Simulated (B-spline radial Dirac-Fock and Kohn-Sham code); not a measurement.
## Atomic SCF run for Ag

ΔSCF core binding energies without Breit or QED terms, calculated with a radial B-spline solver. Keys: rel is the Hamiltonian (dirac, or spin-free x2c and nr, where L3 and M5 stand for the whole 2p and 3d shells), method is hf or an exchange,correlation pair (spin-unpolarised, also for the hole states), nuc the nuclear model, radius_factor scales its radius, rmax is the box in bohr, h the logarithmic mesh step, order the B-spline order, points the quadrature points per cell, c_factor scales the speed of light, and damp, ndamp, maxit and tol steer the iteration. The run stops when the commutator error falls below 10·tol·max(1, Z/10), or the numerical noise floor, and the energy has settled to about 1e-8 Ha; the virial ratio is −V/T.

Input (task.json):

```json
{"items": [{"Z": 47, "q": 0, "cfg": [[1, 0, 2], [2, 0, 2], [2, 1, 6], [3, 0, 2], [3, 1, 6], [3, 2, 10], [4, 0, 2], [4, 1, 6], [4, 2, 10], [5, 0, 1]], "A": 107, "rrms": 4.5454, "do": "settings", "holes": ["K", "L3", "M5"],
  "settings": [{"rel": "dirac", "method": "hf", "nuc": "fermi", "radius_factor": 1.0, "rmax": 45.0, "h": 0.3, "order": 3, "points": 10, "c_factor": 1.0, "maxit": 74, "damp": 0.5, "ndamp": 3, "tol": 1e-08}]}]}
```

Command: `python xray2_run.py task.json out`

Ground-state iterations:

```
iter   energy (Ha)        error
   1    -5312.94062274  1.66e+00
   2    -5313.38070187  1.77e-01
   3    -5314.06550949  2.81e-02
   4    -5314.07229358  7.12e-03
   5    -5314.07264263  1.93e-03
   6    -5314.07267030  3.98e-04
   7    -5314.07267469  1.16e-04
   8    -5314.07267548  4.12e-05
   9    -5314.07267553  1.57e-06
  10    -5314.07267553  1.34e-07
```

The ground state converged in 10 iterations, with total energy -5314.07268 Ha, virial ratio 1.95541 and highest orbital energy -6.42 eV. ΔSCF binding energies: K (1s) 25598.9 eV, L3 (2p3/2) 3365.6 eV, M5 (3d5/2) 375.1 eV.

Question: One setting is unsound. Which, and why?

Answer: order is too low for an accurate radial basis. With the default settings (Dirac Hartree-Fock): The ground state converged in 10 iterations, with total energy -5314.63364 Ha, virial ratio 1.95542 and highest orbital energy -6.45 eV. ΔSCF binding energies: K (1s) 25599.5 eV, L3 (2p3/2) 3365.2 eV, M5 (3d5/2) 374.7 eV.
